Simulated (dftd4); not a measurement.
silicon monoxide (OSi), singlet, at a GFN2-xTB geometry; D4 for hf run with dftd4 4.2.0.

dftd4 was given this input:
```
$ dftd4 mol.xyz --func hf --charge 0 --json dftd4.json --noedisp --property

# file mol.xyz
2

Si    -0.00000000    -0.00000000    -0.54858264
O      0.00000000     0.00000000     0.96001962
```

It wrote (shortened):

```
                    ____  _____ _____     ____  _  _
      -------------|  _ \|  ___|_   _|---|  _ \| || |------------
     |             | | | | |_    | | ___ | | | | || |_           |
     |             | |_| |  _|   | ||___|| |_| |__   _|          |
     |             |____/|_|     |_|     |____/   |_|            |
     |             ===================================           |
     |            E. Caldeweyher, S. Ehlert & S. Grimme          |
     |          Mulliken Center for Theoretical Chemistry        |
     |                    University of Bonn                     |
      -----------------------------------------------------------

Rational (Becke-Johnson) damping: hf-D4-ATM
---------------------
  s6         1.0000
  s8         1.6168
  s9         1.0000
  a1         0.4496
  a2         3.3574
 alp        16.0000
--------------------

Atomic data, radii in Ångström:
------------------------------------------------------
   Z          R(cov)      r4/r2   hardness         EN
------------------------------------------------------
  14 Si       1.3867     2.5839     0.3054     1.9000
   8 O        0.8400     1.3725     0.5869     3.4400
------------------------------------------------------

Atomic reference systems (in atomic units):
----------------------------------------------------------------------------
   Z        #      CN     q+Z       C6(AA)   #      CN     q+Z       C6(AA)
----------------------------------------------------------------------------
  14 Si     1  0.0000 14.0000     321.4498   2  0.8915 14.0165     270.4983
            3  1.8234 13.9936     236.2774   4  2.8003 13.9692     228.3542
            5  3.6668 13.9341     158.2713
   8 O      1  0.0000  8.0000      15.5711   2  0.8042  7.6453      20.8489
            3  1.6112  7.4012      24.8631   4  0.9798  8.0000      14.9880
----------------------------------------------------------------------------

Atomic properties (in atomic units):
----------------------------------------------------------------------------
     #    Z              CN          q      C6(AA)        C8(AA)   alpha(0)
----------------------------------------------------------------------------
     1   14 Si       0.7711     0.4256    244.8411    17512.6660    33.4659
     2    8 O        0.7711    -0.4256     22.1540      447.0789     6.3143
----------------------------------------------------------------------------

Molecular properties (in atomic units):
----------------------------------------
 molecular C6                 399.9788
 molecular C8               23012.1583
----------------------------------------

Dispersion energy:      -3.2899033316850E-03 Eh

[Info] JSON dump of results written to 'dftd4.json'
```
